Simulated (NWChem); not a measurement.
Molecule: GaP₃H₆; SMILES [PH2][Ga]([PH2])[PH2]

```xyz
10

Ga    -0.0032    -0.0005    -0.0188
P     -1.2888     1.9355     0.0898
H     -2.2081     1.5300    -0.9253
H     -0.4511     2.6752    -0.7997
P      2.3197     0.1492    -0.0344
H      2.5064    -0.8908     0.9270
H      2.3709     1.2064     0.9250
P     -1.0321    -2.0843     0.0898
H     -0.1059    -2.7126    -0.7976
H     -1.9935    -1.7993    -0.9272
```
Atoms are numbered in this order, from 1.

Program: NWChem. Pople sets run with spherical d functions. Structure relaxed at the PBE0/def2-SVP level. Ions are spin-unrestricted doublets at the neutral geometry; other ion states weren't tried.

| level | basis functions | −ε(HOMO) (eV) |
|---|---|---|
| PBE/3-21G | 73 | 6.00 |
| PBE/6-31G* | 98 | 5.96 |
| PBE/6-311G** | 158 | 6.12 |
